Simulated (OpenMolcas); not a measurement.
## triplet AlCl2F: a scaling law for UPBE0

AlCl2F: 4 atoms, total charge 0, spin state triplet. SMILES of the parent species: `[F][Al]([Cl])[Cl]`. The shape is that of a PBE0-D4/def2-TZVP optimisation. That shape belongs to the parent species and isn't relaxed for this state.

UPBE0 (DKH2), energy, OpenMolcas 26.06, on 1 thread of Arm Neoverse V1, shared host. N is the number of basis functions, t the processor time.

| basis | N | t (s) | ln N | ln t |
| --- | --- | --- | --- | --- |
| ANO-RCC-MB | 32 | 6.3 | 3.466 | 1.841 |
| ANO-RCC-VDZ | 48 | 7.9 | 3.871 | 2.067 |
| ANO-RCC-VDZP | 68 | 16 | 4.220 | 2.773 |
| ANO-RCC-VTZP | 132 | ? | 4.883 | ? |

Task: Fit t = C·Nᵖ to the known rows and estimate the time in ANO-RCC-VTZP.

Result: 
1. Means of the 3 rows: ln N = 3.85233, ln t = 2.2270.
2. Σ(Δln N)² = 0.28478, Σ(Δln N·Δln t) = 0.34688, so the slope is 0.34688/0.28478 = 1.2181.
3. Intercept: 2.2270 − (1.2181) × 3.85233 = -2.4655. The largest residual of the fit is 0.183.
4. ln t = -2.4655 + 1.2181 × 4.883, so t ≈ 33 s.

The run took 75 s, so the estimate is too short by a factor of about 2.3. The fitted power is 1.2, with the electron count fixed. The times don't lie on a line: the count of functions alone doesn't set the cost here, and shared hosts add noise. Fixed start-up costs flatten the line at the short runs, so it runs low for the long one.
